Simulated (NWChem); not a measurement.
System: C$_{2}$H$_{3}$O$_{2}$, doublet; SMILES [O]C(C)=O

Here is an NWChem input.

```
start job
memory heap 200 mb stack 900 mb global 1100 mb
geometry units angstroms noautosym nocenter noautoz
  C      0.021342     1.338101    -0.007262
  C     -0.007608    -0.149090    -0.004866
  O     -1.046835    -0.833116     0.113317
  O      1.012740    -0.868180    -0.101224
  H      0.378018     1.689391     0.973002
  H     -0.984769     1.738092    -0.189655
  H      0.723849     1.696337    -0.772761
end
basis spherical
  * library 6-31g*
end
dft
  odft
  mult 2
  xc pbe0
  iterations 150
end
cosmo
  dielec 78.4
end
task dft energy
```

All runs use the structure optimised with PBE0/def2-SVP, spin-unrestricted. No stability test was run on the SCF state.

Level: PBE0/6-31G* with COSMO at NWChem's default radii, gas-phase geometry; the question gives the dielectric constant. Reactions with the solvent are ignored.

Task: Give the results of this calculation. (PBE0/6-31G* (spherical d), spin-unrestricted, COSMO on the gas-phase geometry.) Quantities: electrostatic solvation energy (kcal/mol); dipole in solution (D).

Result: 
```json
{
  "electrostatic solvation energy (kcal/mol)": "-5.2",
  "dipole in solution (D)": "3.80"
}
```
